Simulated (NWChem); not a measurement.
System: SrO; SMILES [O]=[Sr]

Program: NWChem. Coordinates come from a PBE0/def2-SVP optimisation. def2 effective core potentials on Sr; no spin-orbit coupling. Ions are spin-unrestricted doublets at the neutral geometry; other ion states weren't tried.

Predict the results for B3LYP/def2-SVP. Quantities: vertical ionisation energy, ΔSCF (eV); −ε(HOMO) (eV).


| Quantity | Result |
|---|---|
| vertical ionisation energy, ΔSCF (eV) | 6.89 |
| −ε(HOMO) (eV) | 4.48 |
